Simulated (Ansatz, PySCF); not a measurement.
Zn(F)2 anion (F2Zn), SMILES [Zn]([F])[F] (connectivity only; charge and spin as stated), charge -1, multiplicity 2. Atoms are numbered in the order given.

```xyz
3

Zn     0.0000     0.0000     0.2728
F      0.0000    -1.6178    -0.6798
F      0.0000     1.6178    -0.6798
```
Charge -1, spin multiplicity 2.

Coordinates come from a PBE0-D3(BJ)/def2-SVPD optimisation. The spin state was assumed, not searched. The isomer is the one that the SMILES or the coordinates give; other isomers of the formula were not compared.

Two levels are set side by side: PBE-D3(BJ)/def2-SVPD (Ansatz, a first-principles code) and PBE0-D3(BJ)/def2-SVPD (PySCF). Each level has its own optimised geometry; the coordinates shown are those of the second. Frequencies come from the Hessian of PySCF at each geometry. Differences are taken from unrounded values.

```tsv
quantity	PBE0-D3(BJ)
mean bond length (Å)	1.877
bond Zn1–F2 (Å)	1.877
bond Zn1–F3 (Å)	1.877
highest harmonic wavenumber (cm⁻¹)	499
mean harmonic wavenumber (cm⁻¹)	374
zero-point energy (kcal/mol)	1.60
```

Q: What does PBE-D3(BJ) give, and how far is it from PBE0-D3(BJ)? (Estimate from the structure and the level; the computed values follow.)

A: 
```tsv
quantity	PBE-D3(BJ)	PBE-D3(BJ) minus PBE0-D3(BJ)
mean bond length (Å)	1.899	0.022
bond Zn1–F2 (Å)	1.899	0.022
bond Zn1–F3 (Å)	1.899	0.022
highest harmonic wavenumber (cm⁻¹)	470	-29
mean harmonic wavenumber (cm⁻¹)	352	-23
zero-point energy (kcal/mol)	1.51	-0.10
```

Exact exchange shortens and stiffens bonds; PBE has none. Differences between two approximate levels are no errors against the true value.
